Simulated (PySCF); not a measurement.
PySCF input (M06-2X/6-31G* with LANL2DZ past Ar (5d)):

```python
from pyscf import gto, dft

mol = gto.M(
    atom='''
    Sr   -0.00000000   -0.00000000   -0.33687817
    O     0.00000000    0.00000000    1.60017132
    ''',
    basis={'default': '6-31g*', 'Sr': 'lanl2dz'},
    ecp={'Sr': 'lanl2dz'},
    charge=-1,
    spin=1,
    symmetry='C2v',
    verbose=4,
)

mf = dft.UKS(mol, xc='m062x')
mf.grids.level = 4
mf.conv_tol = 1e-9
mf.max_cycle = 100
mf.max_memory = 1500
mf.kernel()
if not mf.converged:
    mf = mf.newton()
    mf.kernel(mf.make_rdm1())
mf.dip_moment()
```

From the last part of the output:

```
XC library pyscf.dft.libxc version 7.1.2
    S. Lehtola, C. Steigemann, M. J. T. Oliveira, and M. A. L. Marques,  SoftwareX 7, 1–5 (2018)
XC functionals = m062x
    Y. Zhao and D. G. Truhlar,  Theor. Chem. Acc. 120, 215 (2008)
    Y. Zhao and D. G. Truhlar,  Theor. Chem. Acc. 120, 215 (2008)
radial grids:
    Treutler-Ahlrichs [JCP 102, 346 (1995); DOI:10.1063/1.469408] (M4) radial grids

becke partition: Becke, JCP 88, 2547 (1988); DOI:10.1063/1.454033
pruning grids: <function nwchem_prune>
grids dens level: 4
symmetrized grids: C2v
atomic radii adjust function: <function treutler_atomic_radii_adjust>
small_rho_cutoff = 0
******** <class 'pyscf.dft.uks_symm.SymAdaptedUKS'> Newton solver flags ********
SCF tol = 1e-09
conv_tol_grad = None
max. SCF cycles = 100
direct_scf = True
direct_scf_tol = 1e-13
max_cycle_inner = 12
max_stepsize = 0.05
ah_start_tol = 1e+09
ah_level_shift = 0
ah_conv_tol = 1e-12
ah_lindep = 1e-14
ah_start_cycle = 1
ah_max_cycle = 40
ah_grad_trust_region = 2.5
kf_interval = 4
kf_trust_region = 5
canonicalization = True
Set conv_tol_grad to 3.16228e-05
alpha HOMO (B1) = -0.00650482317231615  LUMO (B2) = 0.124757334572284
beta  HOMO (A1) = -0.0438143560026378  LUMO (B1) = 0.0629062942360777
  HOMO = -0.00650482317232  LUMO = 0.0629062942361  gap/eV = 1.88877
Initial guess E= -105.410654876629  |g|= 0.0492322
macro= 0  E= -105.414773088404  delta_E= -0.00411821  |g|= 0.00697  3 KF 13 JK
macro= 1  E= -105.443629354118  delta_E= -0.0288563  |g|= 0.0647974  3 KF 20 JK
macro= 2  E= -105.449668143265  delta_E= -0.00603879  |g|= 0.00885492  3 KF 9 JK
macro= 3  E= -105.449702124101  delta_E= -3.39808e-05  |g|= 2.35058e-05  3 KF 10 JK
macro= 4  E= -105.449702124101  delta_E= -4.26326e-14  |g|= 7.85636e-06  1 KF 2 JK
Canonicalize SCF orbitals
macro X = 5  E=-105.449702124101  |g|= 7.85636e-06  total 14 KF 60 JK
converged SCF energy = -105.449702124101  <S^2> = 0.75559563  2S+1 = 2.0055878

WARN: System has nonzero charge -1; the dipole moment is origin-dependent.
Location of origin: [0. 0. 0.]

Dipole moment(X, Y, Z, Debye):  0.00000,  0.00000,  2.64196
```

The dipole moment of an ion depends on the origin.
